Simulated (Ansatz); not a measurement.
Input for Ansatz (a program for electronic structure): R-CCSD(T)/aug-cc-pV(D+d)Z on N2 (SMILES N#N) with ghost functions, monomers drawn apart or pushed together. Files ending in .json are basis or fitting sets from the Basis Set Exchange.

Ansatz 0.2 input:
```yaml
crystal:
  periodic: [false, false, false]
  atoms:
    - {symbol: N, position_ang: [0.40772971, -0.85728750, -0.59430610]}
    - {symbol: N, position_ang: [0.18693513, 0.07186987, -0.06743402]}
basis:
  gaussian:
    orbitals: aug-cc-pV_D+d_Z.json
    ghost_atoms:
      - {symbol: S, position_ang: [-0.53773485, 0.67544427, 4.73479731]}
      - {symbol: H, position_ang: [-0.58578557, 1.27622213, 3.53556182]}
      - {symbol: H, position_ang: [0.78803387, 0.85938184, 4.83975596]}
magnetization: {spin_polarized: false}
correlation: {method: ccsd_t, electrons: outside_noble_gas}
scf: {lower_state_search: off}
```

The head of its log:

```
WARN ansatz: RAYON_NUM_THREADS=2 ignored (pool sized by the plan → 2); use --threads N
Functional definition: HF
these checks for a lower state are left out or cut short: stability, starts, cluster_reference, orbital_swaps, neighbouring_geometries, increment
integrals: 0.10 GiB planned
815 factors; integrals over basis functions are off by at most 1.7e-3 eV
mean field: 0.14 GiB planned
mean field evaluation 1: about -2964.6788 eV, gradient 1.0e1 eV
mean field evaluation 2: about -2964.6849 eV, gradient 1.0e1 eV
mean field evaluation 4: about -2964.9907 eV, gradient 3.8e-1 eV
mean field evaluation 8: about -2964.9911 eV, gradient 2.6e-5 eV
mean field -2964.99108797 eV, -108.9614127398 hartree, gradient 6.8e-7 eV, S^2 0.000000; 0 other end points of the search recorded, 0 dependent functions left out
2 core orbitals not correlated
reference -2964.99108797 eV, -108.9614127398 hartree; 5, 5 occupied and 89, 89 virtual orbitals, 815 factors
```

Problem. Predict the final total energy.

Solution. -109.2929 hartree (reference determinant -108.9614, T1 diagnostic 0.013).
